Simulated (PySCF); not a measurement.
CuI (SMILES [Cu][I]), singlet, geometry from GFN2-xTB (such geometries of metal compounds can be far from the true shape) (core potentials on I); DF-M062X/def2-SVP (PySCF).

PySCF was given this input:
```python
from pyscf import gto, scf, dft

mol = gto.Mole()
mol.atom = '''
    Cu   -0.000000   -0.000000   -1.554080
    I     0.000000    0.000000    0.850346
'''
mol.basis = 'def2-svp'
mol.ecp = {'I': 'def2-svp'}
mol.charge = 0
mol.spin = 0
mol.verbose = 4
mol.build()

mf = dft.RKS(mol)
mf.xc = 'm062x'
mf = mf.density_fit(auxbasis='def2-universal-jkfit')
mf.kernel()
```

Predict the main parts of the log of this PySCF run.


```
PySCF version 2.14.0

[INPUT] verbose = 4
[INPUT] num. atoms = 2
[INPUT] num. electrons = 54
[INPUT] charge = 0
[INPUT] spin (= nelec alpha-beta = 2S) = 0
[INPUT] symmetry False subgroup None
[INPUT] Mole.unit = angstrom
[INPUT] Symbol           X                Y                Z      unit          X                Y                Z       unit  Magmom
[INPUT]  1 Cu     0.000000000000   0.000000000000  -1.554080000000 AA    0.000000000000   0.000000000000  -2.936785575664 Bohr   0.0
[INPUT]  2 I      0.000000000000   0.000000000000   0.850346000000 AA    0.000000000000   0.000000000000   1.606921051119 Bohr   0.0

nuclear repulsion = 159.561358060926
number of shells = 21
number of NR pGTOs = 134
number of NR cGTOs = 57
basis = def2-svp
ecp = {'I': 'def2-svp'}

******** <class 'pyscf.df.df_jk.DFRKS'> ********
method = DFRKS
initial guess = minao
damping factor = 0
level_shift factor = 0
DIIS = <class 'pyscf.scf.diis.CDIIS'>
diis_start_cycle = 1
diis_space = 8
diis_damp = 0
SCF conv_tol = 1e-09
SCF conv_tol_grad = None
SCF max_cycles = 50
direct_scf = False
XC library pyscf.dft.libxc version 7.1.2
    S. Lehtola, C. Steigemann, M. J. T. Oliveira, and M. A. L. Marques,  SoftwareX 7, 1–5 (2018)
XC functionals = m062x
    Y. Zhao and D. G. Truhlar,  Theor. Chem. Acc. 120, 215 (2008)
    Y. Zhao and D. G. Truhlar,  Theor. Chem. Acc. 120, 215 (2008)
radial grids:
    Treutler-Ahlrichs [JCP 102, 346 (1995); DOI:10.1063/1.469408] (M4) radial grids

becke partition: Becke, JCP 88, 2547 (1988); DOI:10.1063/1.454033
pruning grids: <function nwchem_prune>
grids dens level: 3
symmetrized grids: False
atomic radii adjust function: <function treutler_atomic_radii_adjust>
small_rho_cutoff = 0
Set gradient conv threshold to 3.16228e-05
Initial guess from minao.
tot grids = 42600
******** <class 'pyscf.df.df.DF'> ********
auxbasis = def2-universal-jkfit
init E= -1906.28065684899
  HOMO = -0.640702625297635  LUMO = -0.497663597810416  gap/eV = 3.89229
cycle= 1 E= -1936.21641682475  delta_E= -29.9  |g|= 2.99  |ddm|= 7.96
  HOMO = -0.0302056719301732  LUMO = 0.0012352008550028  gap/eV = 0.85555
cycle= 2 E= -1932.11857737592  delta_E=  4.1  |g|= 3.66  |ddm|= 7.51
  HOMO = -0.0506725271732152  LUMO = 0.0254805183884699  gap/eV = 2.07223
cycle= 3 E= -1937.43977355343  delta_E= -5.32  |g|= 1.34  |ddm|= 5.43
  HOMO = -0.32081719974451  LUMO = -0.076987283833887  gap/eV = 6.63495
cycle= 4 E= -1937.84060811305  delta_E= -0.401  |g|= 0.565  |ddm|= 1.47
  HOMO = -0.234464214491774  LUMO = -0.102001895089785  gap/eV = 3.60448
cycle= 5 E= -1937.89366839394  delta_E= -0.0531  |g|= 0.263  |ddm|= 0.931
  HOMO = -0.274910291121146  LUMO = -0.0778643903908147  gap/eV = 5.36189
cycle= 6 E= -1937.90931216085  delta_E= -0.0156  |g|= 0.0384  |ddm|= 0.313
  HOMO = -0.278813696693638  LUMO = -0.0780083912085345  gap/eV = 5.46419
cycle= 7 E= -1937.90987435357  delta_E= -0.000562  |g|= 0.0103  |ddm|= 0.0693
  HOMO = -0.280315783519637  LUMO = -0.0758813145876545  gap/eV = 5.56295
cycle= 8 E= -1937.90994256131  delta_E= -6.82e-05  |g|= 0.00379  |ddm|= 0.0292
  HOMO = -0.279687147965425  LUMO = -0.0761513140453829  gap/eV = 5.53849
cycle= 9 E= -1937.90994776309  delta_E= -5.2e-06  |g|= 0.00103  |ddm|= 0.00714
  HOMO = -0.279780619622891  LUMO = -0.0762312435671859  gap/eV = 5.53886
cycle= 10 E= -1937.90994850556  delta_E= -7.42e-07  |g|= 0.000368  |ddm|= 0.00322
  HOMO = -0.2798333407259  LUMO = -0.0761811303933655  gap/eV = 5.54166
cycle= 11 E= -1937.90994864505  delta_E= -1.39e-07  |g|= 0.000105  |ddm|= 0.00128
  HOMO = -0.279847936391965  LUMO = -0.0761658412499457  gap/eV = 5.54247
cycle= 12 E= -1937.90994866765  delta_E= -2.26e-08  |g|= 2.11e-05  |ddm|= 0.000654
  HOMO = -0.27984814049172  LUMO = -0.0761660539417903  gap/eV = 5.54247
cycle= 13 E= -1937.90994866831  delta_E= -6.63e-10  |g|= 2.17e-06  |ddm|= 0.000139
  HOMO = -0.279848416442379  LUMO = -0.0761658000669456  gap/eV = 5.54249
Extra cycle  E= -1937.90994866831  delta_E= -5e-12  |g|= 1.22e-06  |ddm|= 8.48e-06
converged SCF energy = -1937.90994866831
```
